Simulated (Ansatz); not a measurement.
## One elementary step

Start structure (Si$_{2}$N$_{2}$H$_{10}$, closed shell), relaxed at PBE0-D4/def2-TZVP:

Si1  (-0.726, -0.692, -0.222)
Si2  (-0.080, 1.123, 1.097)
H3  (-0.700, -0.383, -1.677)
H4  (0.215, -1.836, -0.003)
N5  (-2.375, -1.052, 0.164)
H6  (2.794, 0.192, -0.311)
N7  (2.021, 0.234, -0.965)
H8  (1.162, 0.842, 1.869)
H9  (-1.140, 1.457, 2.098)
H10  (0.142, 2.349, 0.281)
H11  (-2.674, -1.037, 1.126)
H12  (-2.877, -1.758, -0.352)
H13  (2.108, 1.095, -1.489)
H14  (2.130, -0.534, -1.616)
(Å)

The step: Si₂NH₇ ([NH2][SiH2][SiH3]) + NH₃ → SiN₂H₆ ([NH2][SiH2][NH2]) + SiH₄; bonds formed: Si1–N7, Si2–H6; bonds broken: Si1–Si2, H6–N7. Ansatz 0.2.0; basis: def2-TZVPP and def2-QZVPP; cores frozen in the correlated methods. Extrapolation: Hartree–Fock as exp(−7.88 √X), correlation as X^−2.97. Energies below are by CCSD(T) at an estimated basis limit (MP2 extrapolated from triple and quadruple zeta, plus CCSD(T) − MP2 in triple zeta).

Question: What are the electronic barrier and the energy of the step, from the start structure to the end structure? (To be estimated.)

Answer: Computed: Barrier 35.18 kcal/mol; step energy -13.84 kcal/mol (downhill); reverse barrier, their difference, 49.02 kcal/mol. Barrier and step energy count from the start structure, the reverse barrier from the end structure.

The saddle point: One imaginary mode of 258i cm⁻¹.
```csv
pair,start (Å),saddle (Å),end (Å)
Si1–N7,2.99,1.87,1.71
Si2–H6,3.33,2.26,1.48
Si1–Si2,2.33,3.11,4.00
H6–N7,1.01,1.09,3.36
```

Zero-point energy (harmonic, PBE0-D4): ZPE is 65.52 kcal/mol at the start and 64.84 kcal/mol at the saddle, so the barrier goes from 35.18 to 34.50 kcal/mol.

T1 diagnostic: at most 0.012.

Labels in which every atom is bracketed show which atoms are joined, not bond orders.

For scale, one of the runs: CCSD(T)/def2-TZVPP, 286 basis functions, launched by `ansatz run in.yaml --threads 8 --pin off --events-out ev --progress --plain --max-ram 19148MiB`. Time: 2.2 min of wall clock on 8 CPU threads of an Arm Neoverse V1; the host was shared. Peak host memory: 8.2 GiB.
